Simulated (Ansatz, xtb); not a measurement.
Two isomers of C3HF5

Structure I is `F/C=C(\F)C(F)(F)F`, a singlet and structure II is `F/C=C(/F)C(F)(F)F`, a singlet. Both are isolated molecules in the gas phase, relaxed with PBE0-D4/def2-SVP.

I (Å):

```yaml
atoms:
  - { symbol: C, position_ang: [1.6007, -1.0282, 2.2286] }
  - { symbol: C, position_ang: [0.9361, -0.3251, 1.3139] }
  - { symbol: C, position_ang: [0.1495, -0.9536, 0.2030] }
  - { symbol: F, position_ang: [2.2831, -0.4458, 3.1928] }
  - { symbol: F, position_ang: [0.9095, 0.9974, 1.3019] }
  - { symbol: F, position_ang: [0.6141, -0.5726, -0.9852] }
  - { symbol: F, position_ang: [-1.1314, -0.5956, 0.2638] }
  - { symbol: F, position_ang: [0.2163, -2.2834, 0.2718] }
  - { symbol: H, position_ang: [1.6187, -2.1190, 2.2328] }
```

II (Å):

```yaml
atoms:
  - { symbol: C, position_ang: [1.8373, -1.4803, 1.8607] }
  - { symbol: C, position_ang: [1.2573, -0.5338, 1.1232] }
  - { symbol: C, position_ang: [-0.1409, -0.5019, 0.5743] }
  - { symbol: F, position_ang: [1.2349, -2.5889, 2.2366] }
  - { symbol: F, position_ang: [1.9540, 0.5499, 0.7964] }
  - { symbol: F, position_ang: [-0.1153, -0.4080, -0.7549] }
  - { symbol: F, position_ang: [-0.7967, 0.5625, 1.0363] }
  - { symbol: F, position_ang: [-0.8200, -1.5911, 0.9062] }
  - { symbol: H, position_ang: [2.8727, -1.3766, 2.1976] }
```

Quicker runs give these differences E(II) − E(I): GFN2-xTB −0.4 kcal/mol; HF/STO-3G +0.7 kcal/mol (at GFN2-xTB geometries); r2SCAN-D4/def2-SVP +1.7 kcal/mol (at GFN2-xTB geometries).

Which of the two would you expect CCSD(T)/def2-SVP + ΔMP2/def2-TZVPP electronic energies to favour?

Structure I; the calculation gives E(II) − E(I) = +2.8 kcal/mol.

Level by level:

| level | geometry | E(II) − E(I) (kcal/mol) | departure from the last row (kcal/mol) | job, with rough time for the two |
| --- | --- | --- | --- | --- |
| GFN2-xTB | GFN2-xTB | −0.4 | −3.2 | optimisation, 0.11 s |
| HF/STO-3G | GFN2-xTB | +0.7 | −2.1 | single point, 0.44 s |
| r2SCAN-D4/def2-SVP | GFN2-xTB | +1.7 | −1.1 | single point, 5.2 s |
| PBE0-D4/def2-SVP | PBE0-D4/def2-SVP | +1.7 | −1.1 | optimisation, 31 s |
| HF/def2-SVP | PBE0-D4/def2-SVP | +1.7 | −1.1 | part of the CCSD(T) run |
| MP2/def2-SVP | PBE0-D4/def2-SVP | +1.8 | −1.0 | part of the CCSD(T) run |
| CCSD(T)/def2-SVP | PBE0-D4/def2-SVP | +1.6 | −1.2 | single point |
| CCSD(T)/def2-SVP + ΔMP2/def2-TZVPP | PBE0-D4/def2-SVP | +2.8 |  | single point, 1.7 min |

As drawn, both hold the same kinds of bond in the same numbers.

GFN2-xTB finds them nearly level. The largest departure from CCSD(T)/def2-SVP + ΔMP2/def2-TZVPP is that of GFN2-xTB, 3.2 kcal/mol. A small imaginary or near-zero mode remains, so no thermal terms are given. The last row adds to CCSD(T) the change of the MP2 difference between the two basis sets, here +1.2 kcal/mol.

The correlated steps freeze 8 core orbitals. Run with Ansatz 0.2.0, xtb 6.7.1; the last row on 2 threads of Arm Neoverse V1 on a shared host.
